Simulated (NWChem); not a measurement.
System: CBr3F; SMILES FC(Br)(Br)Br

Input file for NWChem:

```
start job
memory heap 200 mb stack 900 mb global 1100 mb
geometry units angstroms noautoz
  F      0.000000     0.000000     1.765625
  C      0.000000     0.000000     0.441353
  Br     1.756799     0.532096    -0.174110
  Br    -1.339208     1.255384    -0.174110
  Br    -0.417591    -1.787480    -0.174110
end
basis spherical
  * library def2-tzvpd
end
dft
  xc xpbe96 cpbe96
  iterations 150
  semidirect filesize 400000000
  mulliken
end
task dft energy
```

Excerpt of the output:

```
             Northwest Computational Chemistry Package (NWChem) 7.3.0
             --------------------------------------------------------

 C3  symmetry detected

                             Geometry "geometry" -> ""
                             -------------------------

 Output coordinates in angstroms (scale by  1.889725989 to convert to a.u.)

  No.       Tag          Charge          X              Y              Z
 ---- ---------------- ---------- -------------- -------------- --------------
    1 F                    9.0000     0.00000000     0.00000000     1.76348173
    2 C                    6.0000     0.00000000     0.00000000     0.43920973
    3 Br                  35.0000     0.02614057    -1.83542483    -0.17625328
    4 Br                  35.0000     1.57645424     0.94035082    -0.17625328
    5 Br                  35.0000    -1.60259482     0.89507401    -0.17625328

 Effective nuclear repulsion energy (a.u.)     992.6976985236

      Symmetry information
      --------------------

 Group name             C3
 Group number              5
 Group order               3
 No. of unique centers     3

  pbe96 is a nonlocal functional; adding pw91lda local functional.

                                 NWChem DFT Module
                                 -----------------

 Summary of "ao basis" -> "ao basis" (spherical)
 ------------------------------------------------------------------------------
       Tag                 Description            Shells   Functions and Types
 ---------------- ------------------------------  ------  ---------------------
 F                         def2-tzvpd               14       40   6s4p3d1f
 C                         def2-tzvpd               13       37   6s3p3d1f
 Br                        def2-tzvpd               19       57   7s6p5d1f

      Symmetry analysis of basis
      --------------------------

        a          88
        e+         80
        e-         80

  Rotation of axis

            General Information
            -------------------
          SCF calculation type: DFT
          Wavefunction type:  closed shell.
          No. of atoms     :     5
          No. of electrons :   120
           Alpha electrons :    60
            Beta electrons :    60
          Charge           :     0
          Spin multiplicity:     1
          Use of symmetry is: on ; symmetry adaption is: on
          Maximum number of iterations: 150
          AO basis - number of functions:   248
                     number of shells:    84
          Convergence on energy requested:  1.00D-06
          Convergence on density requested:  1.00D-05
          Convergence on gradient requested:  5.00D-04

              XC Information
              --------------
          PerdewBurkeErnzerhof Exchange Functional  1.000
            Perdew 1991 LDA Correlation Functional  1.000 local
           PerdewBurkeErnz. Correlation Functional  1.000 non-local

             Grid Information
             ----------------
          Grid used for XC integration:  medium
          Radial quadrature: Mura-Knowles
          Angular quadrature: Lebedev.
          Tag              B.-S. Rad. Rad. Pts. Rad. Cut. Ang. Pts.
          ---              ---------- --------- --------- ---------
          F                   0.50       49          12.0       434
          C                   0.70       49          12.0       434
          Br                  1.15      112          14.0       590
          Grid pruning is: on
          Number of quadrature shells:   210
          Spatial weights used:  Erf1

      Superposition of Atomic Density Guess
      -------------------------------------

 Sum of atomic energies:       -7854.28757124

      Non-variational initial energy
      ------------------------------

 Total energy =   -7855.431170
 1-e energy   =  -12919.650127
 2-e energy   =    4071.521259
 HOMO         =      -0.341278
 LUMO         =      -0.039618

      Symmetry analysis of molecular orbitals - initial
      -------------------------------------------------

  Numbering of irreducible representations:

     1 a           2 e+          3 e-

  Orbital symmetries:

     1 e+          2 e+          3 a           4 a           5 e+
     6 e+          7 a           8 e+          9 e+         10 a
    11 e+         12 e+         13 a          14 e+         15 e+
    16 a          17 a          18 a          19 e+         20 e+
    21 a          22 e+         23 e+         24 e+         25 e+
    26 a          27 a          28 e+         29 e+         30 a
    31 e+         32 e+         33 a          34 e+         35 e+
    36 e+         37 e+         38 a          39 a          40 e+
    41 e+         42 e+         43 e+         44 a          45 a
    46 a          47 e+         48 e+         49 a          50 e+
    51 e+         52 a          53 e+         54 e+         55 a
    56 e+         57 e+         58 e+         59 e+         60 a
    61 a          62 e+         63 e+         64 a          65 a
    66 e+         67 e+         68 e+         69 e+         70 a

------------------------------------------------------------
EAF file 0: "./job.aoints.0" size=634912768 bytes
------------------------------------------------------------
               write      read    awrite     aread      wait
               -----      ----    ------     -----      ----
     calls:     1211         0         0         0         0
   data(b): 6.35e+08  0.00e+00  0.00e+00  0.00e+00
   time(s): 0.00e+00  0.00e+00  0.00e+00  0.00e+00  0.00e+00
rate(mb/s): 0.00e+00  0.00e+00
------------------------------------------------------------

     ---------------------------------------------
      Total Density - Mulliken Population Analysis
     ---------------------------------------------

    Atom       Charge   Shell Charges
 -----------   ------   -------------------------------------------------------
    1 F    9     9.32   0.77  1.20  0.61  1.00  0.31 -0.02  2.31  2.29  0.81  0.01  0.00  0.01  0.01  0.00
    2 C    6     4.64   0.85  1.13  0.44  0.66 -0.14  0.00  0.63  0.89 -0.02  0.03  0.18 -0.02  0.01
    3 Br  35    35.35   2.00  2.00  1.16  0.77  1.00  1.03  0.07  6.00  5.94  1.28  2.83  1.19  0.02  8.98  1.03 -0.02  0.04 -0.00  0.00
    4 Br  35    35.35   2.00  2.00  1.16  0.77  1.00  1.03  0.07  6.00  5.94  1.28  2.83  1.19  0.02  8.98  1.03 -0.02  0.04 -0.00  0.00
    5 Br  35    35.35   2.00  2.00  1.16  0.77  1.00  1.03  0.07  6.00  5.94  1.28  2.83  1.19  0.02  8.98  1.03 -0.02  0.04 -0.00  0.00

   convergence    iter        energy       DeltaE   RMS-Dens  Diis-err
 ---------------- ----- ----------------- --------- --------- ---------
 d= 0,ls=0.0,diis     1  -7858.8876248064 -8.85D+03  9.21D-03  3.83D+00
 d= 0,ls=0.0,diis     2  -7857.3624091858  1.53D+00  7.45D-03  1.80D+01
 d= 0,ls=0.0,diis     3  -7859.1292001058 -1.77D+00  1.84D-03  2.62D-01
 d= 0,ls=0.0,diis     4  -7859.1378113907 -8.61D-03  8.92D-04  2.29D-01
 d= 0,ls=0.0,diis     5  -7859.1617184720 -2.39D-02  1.85D-04  1.93D-02
  Resetting Diis
 d= 0,ls=0.0,diis     6  -7859.1631072378 -1.39D-03  3.65D-05  1.53D-04
 d= 0,ls=0.0,diis     7  -7859.1631231747 -1.59D-05  1.91D-05  1.02D-05
 d= 0,ls=0.0,diis     8  -7859.1631221888  9.86D-07  1.04D-05  2.01D-05
 d= 0,ls=0.0,diis     9  -7859.1631244109 -2.22D-06  1.90D-06  1.17D-06
 d= 0,ls=0.0,diis    10  -7859.1631245137 -1.03D-07  6.57D-07  6.83D-08

         Total DFT energy =    -7859.163124513670
      One electron energy =   -12916.514781398637
           Coulomb energy =     4353.117018452015
    Exchange-Corr. energy =     -288.463060090658
 Nuclear repulsion energy =      992.697698523610

 Numeric. integr. density =      119.999998685218

                  Occupations of the irreducible representations
                  ----------------------------------------------

                     irrep           alpha         beta
                     --------     --------     --------
                     a                22.0         22.0
                     e+               38.0         38.0
                     e-                0.0          0.0

                       DFT Final Molecular Orbital Analysis
                       ------------------------------------

 Vector   58  Occ=2.000000D+00  E=-2.717948D-01  Symmetry=e+
              MO Center=  5.9D-01, -1.2D-01, -1.1D-01, r^2= 4.6D+00
   Bfn.  Coefficient  Atom+Function         Bfn.  Coefficient  Atom+Function
  ----- ------------  ---------------      ----- ------------  ---------------
   153      0.341356  4 Br pz                96     -0.284678  3 Br pz
   147     -0.231158  4 Br pz               150      0.211606  4 Br pz
   156      0.194625  4 Br pz                90      0.192776  3 Br pz
    93     -0.176471  3 Br pz                99     -0.162308  3 Br pz
    95      0.146884  3 Br py               152      0.143190  4 Br py

 Vector   59  Occ=2.000000D+00  E=-2.717948D-01  Symmetry=e+
              MO Center= -5.9D-01,  1.2D-01, -1.1D-01, r^2= 4.6D+00
   Bfn.  Coefficient  Atom+Function         Bfn.  Coefficient  Atom+Function
  ----- ------------  ---------------      ----- ------------  ---------------
   210      0.361441  5 Br pz               204     -0.244758  5 Br pz
    96     -0.229805  3 Br pz               207      0.224056  5 Br pz
   213      0.206075  5 Br pz                90      0.155618  3 Br pz
   208     -0.147923  5 Br px                93     -0.142456  3 Br pz
   151     -0.141112  4 Br px                94     -0.137418  3 Br px

 Vector   60  Occ=2.000000D+00  E=-2.582029D-01  Symmetry=a
              MO Center= -8.4D-14, -6.9D-14, -1.7D-01, r^2= 5.0D+00
   Bfn.  Coefficient  Atom+Function         Bfn.  Coefficient  Atom+Function
  ----- ------------  ---------------      ----- ------------  ---------------
    94      0.328536  3 Br px               209     -0.286859  5 Br py
   152      0.282183  4 Br py                88     -0.223495  3 Br px
    91      0.206649  3 Br px               203      0.195145  5 Br py
    97      0.192818  3 Br px               146     -0.191961  4 Br py
   206     -0.180436  5 Br py               149      0.177491  4 Br py

 Vector   61  Occ=0.000000D+00  E=-1.183316D-01  Symmetry=a
              MO Center= -7.1D-15,  8.6D-15, -1.5D-01, r^2= 5.2D+00
   Bfn.  Coefficient  Atom+Function         Bfn.  Coefficient  Atom+Function
  ----- ------------  ---------------      ----- ------------  ---------------
    44      0.581008  2 C  s                 43      0.278623  2 C  s
    95     -0.247471  3 Br py                45      0.223354  2 C  s
    98     -0.222956  3 Br py               208     -0.216081  5 Br px
   151      0.212552  4 Br px               211     -0.194670  5 Br px
   154      0.191502  4 Br px                49     -0.178971  2 C  pz

 Vector   62  Occ=0.000000D+00  E=-6.159099D-02  Symmetry=e+
              MO Center=  5.4D-01, -1.1D-01,  2.7D-02, r^2= 5.1D+00
   Bfn.  Coefficient  Atom+Function         Bfn.  Coefficient  Atom+Function
  ----- ------------  ---------------      ----- ------------  ---------------
    48      0.325408  2 C  py                51      0.313099  2 C  py
    47      0.255525  2 C  px                50      0.245860  2 C  px
   154      0.226054  4 Br px               151      0.197947  4 Br px
    98      0.195500  3 Br py                95      0.181645  3 Br py
   139     -0.177167  4 Br s                140     -0.156725  4 Br s

 Vector   63  Occ=0.000000D+00  E=-6.159099D-02  Symmetry=e+
              MO Center= -5.4D-01,  1.1D-01,  2.7D-02, r^2= 5.1D+00
   Bfn.  Coefficient  Atom+Function         Bfn.  Coefficient  Atom+Function
  ----- ------------  ---------------      ----- ------------  ---------------
    47      0.325408  2 C  px                50      0.313099  2 C  px
    48     -0.255525  2 C  py                51     -0.245860  2 C  py
   211      0.227740  5 Br px               208      0.206226  5 Br px
   196      0.187514  5 Br s                197      0.165873  5 Br s
    98     -0.160397  3 Br py                95     -0.147882  3 Br py

------------------------------------------------------------
EAF file 0: "./job.aoints.0" size=887095296 bytes
------------------------------------------------------------
               write      read    awrite     aread      wait
               -----      ----    ------     -----      ----
     calls:     1692         9         0     15219     15219
   data(b): 8.87e+08  4.72e+06  0.00e+00  7.98e+09
   time(s): 0.00e+00  0.00e+00  0.00e+00  0.00e+00  0.00e+00
rate(mb/s): 0.00e+00  0.00e+00
------------------------------------------------------------

     ---------------------------------------------
      Total Density - Mulliken Population Analysis
     ---------------------------------------------

    Atom       Charge   Shell Charges
 -----------   ------   -------------------------------------------------------
    1 F    9     9.08   0.77  1.19  0.63  0.97  0.36  0.01  2.28  2.07  0.76  0.02  0.00  0.02  0.00  0.00
    2 C    6     5.58   0.86  1.12  0.54  0.79 -0.27  0.01  1.12  1.18 -0.08  0.03  0.27  0.01  0.02
    3 Br  35    35.11   2.00  2.01  1.16  0.77  1.08  0.99  0.08  6.00  5.92  1.35  2.61  1.05  0.02  8.94  1.02  0.05  0.05  0.00  0.01
    4 Br  35    35.11   2.00  2.01  1.16  0.77  1.08  0.99  0.08  6.00  5.92  1.35  2.61  1.05  0.02  8.94  1.02  0.05  0.05  0.00  0.01
    5 Br  35    35.11   2.00  2.01  1.16  0.77  1.08  0.99  0.08  6.00  5.92  1.35  2.61  1.05  0.02  8.94  1.02  0.05  0.05  0.00  0.01

     -------------------------------------------
      Total Density - Lowdin Population Analysis
     -------------------------------------------

    Atom       Charge   Shell Charges
 -----------   ------   -------------------------------------------------------
    1 F    9     9.11   0.86  1.10  0.59  0.64  0.30  0.09  2.13  2.06  0.82  0.21  0.00  0.03  0.29  0.00
    2 C    6     7.78   0.91  1.04  0.37  0.29  0.14  0.10  0.97  1.16  0.64  0.05  0.78  1.20  0.12
    3 Br  35    34.37   2.00  2.00  1.15  0.82  0.76  0.60  0.14  5.98  5.65  1.63  2.23  0.99  0.14  8.52  1.23  0.25  0.09  0.18  0.01
    4 Br  35    34.37   2.00  2.00  1.15  0.82  0.76  0.60  0.14  5.98  5.65  1.63  2.23  0.99  0.14  8.52  1.23  0.25  0.09  0.18  0.01
    5 Br  35    34.37   2.00  2.00  1.15  0.82  0.76  0.60  0.14  5.98  5.65  1.63  2.23  0.99  0.14  8.52  1.23  0.25  0.09  0.18  0.01

     Multipole analysis of the density
     ---------------------------------

     L   x y z        total         alpha         beta         nuclear
     -   - - -        -----         -----         ----         -------
     0   0 0 0     -0.000000    -60.000000    -60.000000    120.000000

     1   1 0 0     -0.000000     -0.000000     -0.000000      0.000000
     1   0 1 0      0.000000      0.000000      0.000000      0.000000
     1   0 0 1     -0.122792     -0.061396     -0.061396      0.000000

     2   2 0 0    -47.241051   -339.475899   -339.475899    631.710747
     2   1 1 0      0.000000      0.000000      0.000000      0.000000
     2   1 0 1     -0.000000     -0.000000     -0.000000      0.000000
     2   0 2 0    -47.241051   -339.475899   -339.475899    631.710747
     2   0 1 1      0.000000      0.000000      0.000000     -0.000000
     2   0 0 2    -49.231468    -82.481419    -82.481419    115.731370
```

Level: PBE/def2-TZVPD. Coordinates come from a PBE0/def2-SVP optimisation.
